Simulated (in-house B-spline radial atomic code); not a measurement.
Successive ionisation energies of tellurium; each step leads to the configuration of the next row (after the last: [Ar] 3d8). Dirac energy differences include first-order Breit, QED and recoil terms. NIST's values go from ground level to ground level; the uncertainty of those that are theory runs from under 0.1 % in few-electron ions to several per cent in heavy many-electron ones. Computed with a B-spline radial code for spherical atoms: Dirac-Hartree-Fock, average of the configuration, finite nuclei.

```csv
ion,configuration,ionisation energy (eV),tabulated value (eV),tabulated kind,computed minus tabulated (eV),highest orbital,largest mean radius (bohr)
Te14+,[Kr] 4d2,324.7,328,tabulated theory,-3.3,4d5/2,0.80699
Te15+,[Kr] 4d1,?,?,tabulated theory,?,?,?
Te16+,[Ar] 3d10 4s2 4p6,465.1,461,tabulated theory,4.1,4p3/2,0.74423
Te17+,[Ar] 3d10 4s2 4p5,495.8,491,tabulated theory,4.8,4p3/2,0.73547
Te18+,[Ar] 3d10 4s2 4p4,?,?,tabulated theory,?,?,?
Te19+,[Ar] 3d10 4s2 4p3,?,?,tabulated theory,?,?,?
Te20+,[Ar] 3d10 4s2 4p2,590.9,599,tabulated theory,-8.1,4p3/2,0.71208
Te21+,[Ar] 3d10 4s2 4p1,623.5,633,tabulated theory,-9.5,4p3/2,0.70473
Te22+,[Ar] 3d10 4s2,708.7,709,tabulated theory,-0.3,4s1/2,0.67416
Te23+,[Ar] 3d10 4s1,744.7,746.12,semi-empirical,-1.4,4s1/2,0.66774
Te24+,[Ar] 3d10,1309.0,1304,tabulated theory,5.0,3d5/2,0.31595
Te25+,[Ar] 3d9,1385.8,1377,tabulated theory,8.8,3d5/2,0.31344
```

Problem. Fill in the row of Te15+.

Solution. ionisation energy (eV): 353.2; tabulated value (eV): 354; computed minus tabulated (eV): -0.8; highest orbital: 4d5/2; largest mean radius (bohr): 0.79349.

Problem. Fill in the row of Te18+.

Solution. ionisation energy (eV): 527.0; tabulated value (eV): 522; computed minus tabulated (eV): 5.0; highest orbital: 4p3/2; largest mean radius (bohr): 0.72744.

Problem. Fill in the row of Te19+.

Solution. ionisation energy (eV): 558.7; tabulated value (eV): 555; computed minus tabulated (eV): 3.7; highest orbital: 4p3/2; largest mean radius (bohr): 0.71965.

Problem. Where is the largest jump?

Solution. From Te23+ to Te24+, by a factor of 1.76 (744.68 to 1309 eV); the highest orbital goes from 4s1/2 to 3d5/2.

Where a p, d or f electron is removed, the computed value is a mean over both j, so it misses the tabulated one by a part of the spin-orbit splitting; averaging over terms and missing correlation add to the gap, relatively most at low charge.
